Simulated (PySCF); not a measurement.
Si(H)(F)2(Et) (C2H6F2Si), SMILES CC[SiH](F)F.

Geometry: r2SCAN-D4/def2-SVP. One conformer was computed; it need not be the lowest.

Calculation: PySCF with B3LYP/def2-TZVP.

Isolated molecule, no solvent.

**Question.** Estimate the frontier levels, gap, dipole moment and polarisability. (The exact figures need the calculation; the answer reports its results.)

**Answer.** 
| Quantity | Value |
|---|---|
| highest occupied level | -8.71 eV |
| lowest empty level | 0.52 eV |
| orbital gap | 9.23 eV |
| dipole moment | 2.29 D |
| quadrupole, principal values (traceless, Buckingham form, about the centre of nuclear charge) | -2.84, 0.03, 2.81 D·Å |
| mean static polarisability | 47.5 bohr³ (7.03 Å³) |
| polarisability, principal values | 43.0, 44.9, 54.4 bohr³ |
